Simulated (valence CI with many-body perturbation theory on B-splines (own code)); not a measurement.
## E1 line list for Ag XVI

Computed by configuration interaction combined with many-body perturbation theory (CI+MBPT): four valence electrons over a frozen Dirac-Fock core [Ar] 3d10, a basis of 11 s, 11 p, 10 d, 8 f, 5 g, 2 h functions for each j, with the one-electron correlation potential Σ1 (screened to all orders), the two-electron term Σ2, the three-electron term Σ3, Breit, model QED; selected single and double excitations, second order for the rest, scaled by the run's own slope (own B-spline code, finite nucleus).

No measured levels were compared; by estimate levels hold to about 250 cm⁻¹ or 0.2 % of their energy and the worst to 1 %, as in measured heavy ions of charge 2 to 7; those with d or f electrons hold less well. Among the levels kept, up to 490 cm⁻¹ of a level comes from second order outside the variational space, and about a tenth of that is noise between levels of different J, which matters for small intervals.

Lines 51 to 100 of 543 in falling wavelength, among levels below 1436100 cm⁻¹, chosen from the strongest by gf and those to the six lowest levels. Wavelengths and rates use the calculated energies, so an error of 1000 cm⁻¹ moves a line at 29.66 nm by 0.3 % and its rate by three times that or more. Electric multipoles are in the length gauge, E1 and E2 with the static RPA response of the core. Weak lines are less certain than strong ones. Lines between different terms over intervals too small for the method are left out, as are lines whose strength nearly cancels. Where a level lies close to another of its J and parity, the split of strength between their lines is uncertain.

Names give the largest LS component (configuration and term), which can be under half, so a name can repeat, a term be missing and a line seem to break the LS rules; names also repeat where a configuration has a term twice. Letters in brackets count levels of one name in rising energy.

```
λ vac (nm)             Upper             Lower   A (s⁻¹)  log gf  Branch %
     29.66       4p³4d ³G°_3  4s4p²4d ³F_4 [a]  2.95e+09   -0.56      10.8
     29.47       4p³4d ⁵D°_2      4s4p²4d ⁵P_3  3.99e+09   -0.58       8.7
     29.17      4s4p²4d ³G_5     4s²4p4d ³F°_4  6.78e+09   -0.02     100.0
     29.15   4p³4d ³D°_3 [c]  4s4p²4d ³F_4 [b]  5.75e+09   -0.29       3.6
     29.12   4p³4d ³P°_2 [b]  4s4p²4d ³P_1 [b]  3.70e+09   -0.63       5.9
     29.06          4p⁴ ³P_2       4s4p³ ³D°_3  1.16e+10   -0.13      42.8
     28.97       4p³4d ³G°_5      4s4p²4d ³G_4  2.54e+09   -0.45      16.1
     28.95       4p³4d ¹D°_2  4s4p²4d ³D_3 [b]  3.74e+09   -0.63       9.9
     28.89   4p³4d ³F°_4 [b]  4s4p²4d ³D_3 [c]  2.57e+09   -0.54       8.2
     28.61   4p³4d ³D°_3 [a]  4s4p²4d ³F_4 [a]  5.50e+09   -0.33      18.1
     28.60      4s4p²4d ¹G_4     4s²4p4d ³F°_4  3.08e+09   -0.47      14.0
     28.58          4p⁴ ³P_1       4s4p³ ³P°_2  6.48e+09   -0.62      20.5
     28.49   4p³4d ³P°_2 [d]      4s4p²4d ³S_1  4.15e+09   -0.60       4.5
     28.38       4p³4d ⁵D°_2  4s4p²4d ³F_3 [a]  4.16e+09   -0.60       9.1
     28.33       4p³4d ³G°_4  4s4p²4d ³F_4 [a]  5.35e+09   -0.24      23.8
     28.32  4s4p²4d ¹D_2 [b]     4s²4p4d ¹P°_1  7.19e+09   -0.36      13.6
     28.32  4s4p²4d ³F_3 [c]     4s²4p4d ¹D°_2  3.44e+09   -0.54       1.8
     28.31  4s4p²4d ³D_3 [c]     4s²4p4d ³D°_2  3.50e+09   -0.53       7.0
     28.20  4s4p²4d ³F_4 [b]     4s²4p4d ³D°_3  3.01e+09   -0.49       1.4
     28.12  4s4p²4d ³D_3 [a]     4s²4p4d ³P°_2  5.20e+09   -0.36       9.4
     28.05       4p³4d ³D°_2  4s4p²4d ³F_3 [b]  5.71e+09   -0.47       5.7
     27.86          4p⁴ ¹D_2       4s4p³ ³P°_2  3.72e+09   -0.66      17.2
     27.85       4p³4d ⁵D°_3      4s4p²4d ⁵D_4  9.85e+09   -0.10      28.7
     27.81   4p³4d ³D°_3 [c]  4s4p²4d ³F_3 [c]  2.89e+09   -0.63       1.8
     27.81   4p³4d ³P°_2 [c]  4s4p²4d ³P_2 [b]  5.53e+09   -0.49       4.4
     27.71          4p⁴ ³P_2       4s4p³ ³D°_2  5.76e+09   -0.48      21.2
     27.45  4s4p²4d ³D_3 [b]     4s²4p4d ³P°_2  5.43e+09   -0.37       4.9
     27.44   4p³4d ³F°_2 [a]      4s4p²4d ⁵D_3  7.50e+09   -0.37      29.6
     27.36      4s4p²4d ³G_4     4s²4p4d ³F°_3  9.07e+09   -0.04      68.8
     27.31   4p³4d ¹F°_3 [a]  4s4p²4d ³F_4 [c]  5.77e+09   -0.35      12.5
     27.28       4p³4d ⁵D°_4      4s4p²4d ⁵F_5  1.50e+10    0.18      39.7
     27.08   4p³4d ³F°_3 [b]  4s4p²4d ³D_3 [b]  3.29e+09   -0.60       4.9
     27.06   4p³4d ³D°_3 [a]  4s4p²4d ³P_2 [a]  4.54e+09   -0.46      14.9
     27.05       4p³4d ⁵D°_4      4s4p²4d ⁵D_4  5.15e+09   -0.29      13.7
     27.04       4s4p³ ³D°_1       4s²4p² ³P_0  9.13e+09   -0.52      90.2
     26.94       4s4p³ ³S°_1       4s²4p² ¹D_2  8.00e+08   -1.58       0.9
     26.93   4p³4d ³F°_3 [a]  4s4p²4d ³F_3 [a]  3.80e+09   -0.54      17.0
     26.84       4s4p³ ¹D°_2       4s²4p² ¹D_2  1.64e+10   -0.05      85.3
     26.76  4s4p²4d ³D_3 [c]     4s²4p4d ¹D°_2  2.96e+09   -0.65       5.9
     26.76  4s4p²4d ³F_4 [c]     4s²4p4d ³D°_3  6.56e+09   -0.20      15.3
     26.67      4s4p²4d ³G_3     4s²4p4d ³F°_2  1.02e+10   -0.12      82.0
     26.65       4s4p³ ³P°_1       4s²4p² ³P_2  6.89e+08   -1.66       4.3
     26.60       4p³4d ⁵D°_3      4s4p²4d ⁵F_4  3.96e+09   -0.53      11.6
     26.39   4p³4d ³P°_2 [b]  4s4p²4d ³D_3 [a]  6.36e+09   -0.48      10.1
     26.29  4s4p²4d ³F_2 [c]     4s²4p4d ³D°_1  6.57e+09   -0.47       4.2
     26.24       4s4p³ ³P°_2       4s²4p² ³P_2  1.56e+10   -0.09      97.8
     26.21       4p³4d ⁵D°_1      4s4p²4d ⁵D_2  1.29e+10   -0.40      24.7
     26.20      4s4p²4d ¹F_3     4s²4p4d ¹F°_3  1.60e+10    0.06       7.7
     26.20       4p³4d ¹D°_2      4s4p²4d ³G_3  7.76e+09   -0.40      20.5
     26.13       4s4p³ ³P°_0       4s²4p² ³P_1  1.27e+10   -0.89     100.0
```
